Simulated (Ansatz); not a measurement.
**A series of barriers**

Four-centre ligand exchange, with the halogen changed down its group and all else kept; in the first member these bonds form or tighten: F–H, Ge–O; these break or loosen: F–Ge, H–O.

Gas-phase electronic energies, without zero-point energy, by CCSD(T) at an estimated basis limit (MP2 extrapolated from triple and quadruple zeta, plus CCSD(T) − MP2 in triple zeta); Ansatz 0.2.0, def2-TZVPP and QZVPP, frozen cores, on PBE0-D4/def2-TZVP structures. Extrapolation: Hartree–Fock as exp(−7.88 √X), correlation as X^−2.97. All energies, in kJ/mol, count from the separated reactants, without counterpoise correction; the start and end structures are the complexes reached by relaxing down from the saddle, and deeper ones may exist. Brackets give SMILES, or, where every atom is bracketed, only which atoms are joined. Steps whose reference was doubtful or whose search ended elsewhere are left out.

| reactants | products | start structure | saddle | end structure |
| --- | --- | --- | --- | --- |
| GeH₃F ([F][GeH3]) + H₂O₂ ([OH][OH]) | GeH₄O₂ ([OH][O][GeH3]) + HF | -28.6 | ? | -8.5 |
| GeH₃Cl ([Cl][GeH3]) + H₂O₂ ([OH][OH]) | GeH₄O₂ ([OH][O][GeH3]) + HCl | -21.7 | 98.4 | 23.9 |
| GeH₃Br ([GeH3][Br]) + H₂O₂ ([OH][OH]) | GeH₄O₂ ([OH][O][GeH3]) + HBr | -22.1 | 93.5 | 35.8 |

Q: What is the height of the saddle for GeH₃F ([F][GeH3]) + H₂O₂ ([OH][OH])? (To be estimated.)

A: Computed: 95.9 kJ/mol relative to the separated reactants, between the members at 93.5 and 98.4; above its start structure the barrier is 95.9 − (-28.6) ≈ 124.5 kJ/mol.

No T1 diagnostic of these runs exceeds 0.014. The filled d shells of Br, Ge are correlated in sets not built for that, so values that involve them are less sure.

For scale, one of the runs: CCSD(T)/def2-TZVPP, 228 basis functions (an equivalent command: `ansatz run in.yaml --threads 8`). The run took 2.3 min on 8 CPU threads (shared host), with 4.2 GiB of host memory at its peak.
